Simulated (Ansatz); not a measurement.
Species: sum formula GeHBr2 (charge 0, doublet). It need not be the lowest isomer of its formula. 
Geometry from a B3LYP-D3(BJ)/def2-TZVP (Ansatz, a program for electronic structure) optimisation:
SMILES: [Br][GeH][Br]
```xyz
4

Br     1.9116    -0.3697    -0.1977
Ge    -0.0101     0.7737     0.4788
Br    -1.9020    -0.3986    -0.2317
H     -0.0136     2.1341    -0.2902
```
Charge 0, spin multiplicity 2.

Total electronic energies in hartree. Cores are frozen in the correlated levels unless marked. UHF or UKS for open shells. Spin-orbit coupling is left out. Frozen are the shells of the preceding noble gas and the d and f shells that filled before the atom's block. Non-relativistic. CBS(X,Y): correlation extrapolated as X^-3; Hartree-Fock from the larger set (for Q and 5 zeta extrapolated as (X+1)exp(-9√X)). [CCSD(T)-MP2]/basis is that difference in the basis named.

```tsv
level	program	energy (Eh)
HF/cc-pV5Z	Ansatz	-7220.99174
revPBE/def2-TZVPD	Ansatz	-7225.37039
B3LYP/def2-TZVPD	Ansatz	?
r2SCAN0/def2-TZVPD	Ansatz	-7225.91216
HSE06/def2-TZVPD	Ansatz	-7225.12418
LC-wPBE-D3(BJ)/def2-TZVPD	Ansatz + dftd3	-7224.98267
B2GP-PLYP/def2-TZVPD	Ansatz	-7224.27852
B2PLYP-D3(BJ)/def2-TZVPD	Ansatz + dftd3	-7224.72486
MP2/CBS(aug-cc-pVTZ,aug-cc-pVQZ)	Ansatz	-7221.4783
SCS-MP2/aug-cc-pVTZ	Ansatz	-7221.39841
CCSD/cc-pVDZ	Ansatz	-7221.08403
CCSD/cc-pVTZ	Ansatz	-7221.42990
CCSD(T)/6-31G	Ansatz	-7219.89399
RI-MP2/CBS(cc-pVTZ,cc-pVQZ)+[CCSD(T)-MP2]/cc-pVQZ	Ansatz	-7221.5353
CCSD(T)/CBS(cc-pVQZ,cc-pV5Z)	Ansatz	-7221.5366
```

**Question.** Some entries are withheld; supply them.

**Answer.** 
- B3LYP/def2-TZVPD, energy (Eh): -7226.07297
